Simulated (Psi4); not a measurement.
Here is a job for Psi4.
```
memory 2 GB

molecule {
-1 1
  N    -0.00186075    0.10526655    0.10524874
  H     0.81703017   -0.33632412   -0.38615523
  H    -0.80400491   -0.40054172   -0.35058595
}

set basis def2-tzvpd

energy('b3lyp')
print_variables()
```

**Question.** What is the computed total energy (B3LYP/def2-TZVPD in Psi4)?

**Answer.** -55.9261 Eh

**Question.** Estimate the nuclear repulsion energy that B3LYP/def2-TZVPD returns for this input.

**Answer.** 7.3673 Eh

A gas-phase anion may not be bound at this level; its values then depend on the basis.
